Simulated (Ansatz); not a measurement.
Start from `C[SiH2][CH2][GeH3]` and change one atom or group to get `C#CC[SiH2]C`.

Ansatz, PBE0-D4/def2-TZVP geometries, multiplicity 1. Each molecule was computed in one conformer, which needn't be the lowest.

Scalar relativity is left out up to krypton.

```
                                        property  `C[SiH2][CH2][GeH3]`
size of the dipole moment (B3LYP/def2-TZVPP) / D                  0.66
           HOMO energy (ωB97M-V/def2-TZVPP) / eV                -10.58
             HOMO energy (B3LYP/def2-TZVPP) / eV                 -8.21
         HOMO–LUMO gap (ωB97M-V/def2-TZVPP) / eV                 12.75
               LUMO energy (PBE/def2-TZVPP) / eV                 -0.14
  size of the dipole moment (PBE/def2-TZVPP) / D                  0.68
```

(1) Give the same properties after the change, and the shifts. (Estimate.)

Results:

(1) Ansatz gave: 
| property | `C#CC[SiH2]C` | shift |
| --- | --- | --- |
| size of the dipole moment (B3LYP/def2-TZVPP) / D | 0.74 | 0.08 |
| HOMO energy (ωB97M-V/def2-TZVPP) / eV | -9.58 | 1.00 |
| HOMO energy (B3LYP/def2-TZVPP) / eV | -7.15 | 1.06 |
| HOMO–LUMO gap (ωB97M-V/def2-TZVPP) / eV | 11.92 | -0.83 |
| LUMO energy (PBE/def2-TZVPP) / eV | -0.06 | 0.08 |
| size of the dipole moment (PBE/def2-TZVPP) / D | 0.77 | 0.09 |

With PBE0 the HOMO rises by 1.05 eV and the LUMO rises by 0.17 eV, so the gap narrows by about 0.88 eV. PBE moves the HOMO by 1.00 eV and ωB97M-V by 1.00 eV. Dipoles are sizes alone; their direction can turn.

B3LYP here is the variant with VWN-RPA as its local correlation; programs differ in this.
